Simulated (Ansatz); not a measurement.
Ansatz (an electronic-structure program) input (PBE0/def2-TZVPD):

Ansatz 0.2 input:
```yaml
crystal:
  periodic: [false, false, false]
  atoms:
    - {symbol: Ni, position_ang: [-0.00000000, -0.00000000, -0.79061630]}
    - {symbol: Cl, position_ang: [0.00000000, 0.00000000, 1.30219155]}
basis:
  gaussian:
    orbitals: def2-TZVPD
hamiltonian:
  xc: {name: PBE0}
total_charge: 1
```

End of the output:

```
integrals: 0.03 GiB planned
877 factors; their error is unknown
mean field: 0.28 GiB planned
mean field evaluation 1: about -53488.6696 eV, gradient 2.3e2 eV
mean field evaluation 2: about -52504.0425 eV, gradient 5.9e2 eV
mean field evaluation 4: about -53522.7823 eV, gradient 1.1e2 eV
mean field evaluation 8: about -53544.9718 eV, gradient 1.9e1 eV
mean field evaluation 16: about -53545.9299 eV, gradient 4.3e-1 eV
mean field evaluation 32: about -53546.0525 eV, gradient 3.7e-6 eV
mean field evaluation 64: about -53545.8254 eV, gradient 1.8e0 eV
mean field -53546.05272788 eV, -1967.7811429314 hartree, gradient 3.0e-6 eV, S^2 0.000000; 5 other end points of the search recorded, 0 dependent functions left out
reference -53546.05276008 eV, -1967.7811441148 hartree; 22, 22 occupied and 72, 72 virtual orbitals, 877 factors
Total energy: -53546.05276008 eV, -1967.7811441148 hartree
```

This state (charge 1, singlet) is run at the relaxed geometry of the species with charge 0 and multiplicity 2.
